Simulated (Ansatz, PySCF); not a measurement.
Sites of protonation at heteroatoms (carbon was not tried) of COB(O)O [methoxyboronic acid]:

A. COB(O)O [methoxyboronic acid] + H+ → COB(O)[OH2+]
B. COB(O)O [methoxyboronic acid] + H+ -> C[OH+]B(O)O

Quantity: proton affinity (enthalpy at 298 K, with B3LYP-D3(BJ) rigid-rotor harmonic-oscillator terms), kcal/mol. Geometries: B3LYP-D3(BJ)/def2-TZVP minima from Ansatz (an electronic-structure program), one conformer each, not searched for the lowest. Frequencies are from Ansatz or PySCF. Valence correlation only, unless marked. No spin-orbit coupling. Non-relativistic. CBS marks a two-point X^-3 extrapolation of the correlation energy; Hartree-Fock from the larger set. Positive means that the reaction releases energy.

**Question.** Rank them by proton affinity at CCSD(T)/CBS(cc-pVTZ,cc-pVQZ) (Ansatz), lowest first.

**Answer.** A (181.4 kcal/mol), B (187.7 kcal/mol)
